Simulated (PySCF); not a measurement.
Job file and geometry (Å, from GFN2-xTB) of an NMR shielding run on `C(=C)OC[SiH2]S[SiH3]`, C₃H₁₀OSSi₂, GIAO PBE0/pcSseg-1 NMR shielding, non-relativistic, gas phase in PySCF 2.14.0, density-fitted response routines; density fitting, a coarse starting grid and PySCF grid level 2 are the driver's defaults:

```
$ OMP_NUM_THREADS=1 python probes_run.py task.json out

{"job": {"kind": "nmr", "xc": "PBE0", "basis": "pcSseg-1"}, "charge": 0, "multiplicity": 1}
C     -1.158718    -0.886924     2.588586
C     -0.135506    -0.252378     2.041563
O     -0.051064     0.295054     0.804353
C     -1.184151     0.203658    -0.045392
Si    -0.672222     1.114772    -1.641913
S      1.051951     0.166892    -2.452531
Si     2.307234    -0.300854    -0.747656
H     -1.080044    -1.265859     3.589686
H     -2.092212    -1.052312     2.081491
H      0.796900    -0.098165     2.568836
H     -2.047760     0.677822     0.432121
H     -1.439672    -0.847050    -0.223536
H     -0.373945     2.498958    -1.289821
H     -1.705862     0.981505    -2.656675
H      3.556429    -0.623212    -1.424396
H      1.775213    -1.480484    -0.081612
H      2.446431     0.880606     0.085683
```

**Question.** Write the output of this run.

**Answer.** 
```
coarse grid: 15416 points
cycle   1  E = -1171.9550740491  dE =  6.234e-01  |g| = 5.157e-01  |ddm| = 3.686e+00
cycle   2  E = -1171.9318987540  dE =  2.318e-02  |g| = 6.376e-01  |ddm| = 1.035e+00
cycle   3  E = -1172.0128275268  dE = -8.093e-02  |g| = 9.078e-02  |ddm| = 5.800e-01
cycle   4  E = -1172.0139514492  dE = -1.124e-03  |g| = 4.147e-02  |ddm| = 8.223e-02
cycle   5  E = -1172.0143063369  dE = -3.549e-04  |g| = 1.231e-02  |ddm| = 4.408e-02
cycle   6  E = -1172.0143413052  dE = -3.497e-05  |g| = 3.928e-03  |ddm| = 1.325e-02
cycle   7  E = -1172.0143450296  dE = -3.724e-06  |g| = 4.988e-04  |ddm| = 3.622e-03
final grid: 134152 points
cycle   8  E = -1172.0675996207  dE = -3.431e-05  |g| = 1.087e-02  |ddm| = 3.339e-02
cycle   9  E = -1172.0675747062  dE =  2.491e-05  |g| = 1.597e-02  |ddm| = 1.782e-02
cycle  10  E = -1172.0676219115  dE = -4.721e-05  |g| = 1.929e-03  |ddm| = 1.085e-02
cycle  11  E = -1172.0676227539  dE = -8.425e-07  |g| = 3.229e-04  |ddm| = 2.066e-03
cycle  12  E = -1172.0676227792  dE = -2.521e-08  |g| = 1.213e-04  |ddm| = 4.067e-04
cycle  13  E = -1172.0676227827  dE = -3.533e-09  |g| = 2.867e-05  |ddm| = 1.108e-04
cycle  14  E = -1172.0676227829  dE = -1.955e-10  |g| = 8.749e-06  |ddm| = 3.565e-05
converged SCF energy = -1172.0676227829

GIAO shielding tensors (ppm)
atom      isotropic    diamagn.    paramagn.     s11        s22        s33       span
  0 C       97.645     257.933    -160.288      1.742    113.146    178.047    176.305
  1 C       27.218     250.479    -223.261    -82.642     58.392    105.904    188.546
  2 O      212.961     402.195    -189.234     83.405    244.598    310.880    227.475
  3 C      127.853     254.242    -126.389    105.552    110.775    167.231     61.679
  4 Si     380.769     880.004    -499.235    341.893    383.691    416.722     74.829
  5 S      844.379    1059.864    -215.485    793.911    855.356    883.870     89.960
  6 Si     404.108     879.716    -475.609    371.901    399.939    440.482     68.581
  7 H       27.364      28.666      -1.302     25.748     25.914     30.429      4.681
  8 H       27.422      32.969      -5.547     24.743     25.206     32.317      7.575
  9 H       24.936      31.199      -6.262     21.300     25.013     28.496      7.197
 10 H       28.226      32.386      -4.160     24.205     27.518     32.955      8.750
 11 H       28.204      34.094      -5.890     24.461     27.730     32.422      7.962
 12 H       26.623      29.090      -2.468     22.549     24.638     32.681     10.132
 13 H       26.881      28.528      -1.647     22.791     24.626     33.226     10.435
 14 H       27.120      28.818      -1.698     22.677     25.097     33.586     10.909
 15 H       27.170      31.371      -4.201     23.272     26.464     31.775      8.502
 16 H       26.822      30.780      -3.958     23.438     25.491     31.537      8.100
```

**Question.** Turn these shieldings into chemical shifts. δ = σ(ref) − σ, references computed at the same level: ¹³C (σref 186.93), ²⁹Si (σref 349.16), ¹H (σref 31.72) vs TMS; ¹⁷O (σref 336.08) vs H2O; ³³S (σref 503.73) against CS2.

**Answer.** Averaging equivalent atoms: C 1: 159.7; C 0: 89.3; C 3: 59.1; O 2: 123.1; Si 4: -31.6; Si 6: -54.9; S 5: -341; H 9: 6.78; H 12/13: 4.97; H 14/15/16: 4.68; H 7: 4.35; H 8: 4.30; H 10/11: 3.50 ppm. Experimental scales use liquid or dissolved standards, which lie at an offset from isolated H2O (liquid H2O: subtract about 36 ppm).

Size and cost of the density-fitted run: 190 basis functions, 47 s wall time on 1 thread of an Arm Neoverse V1, shared host; peak memory 0.85 GiB.
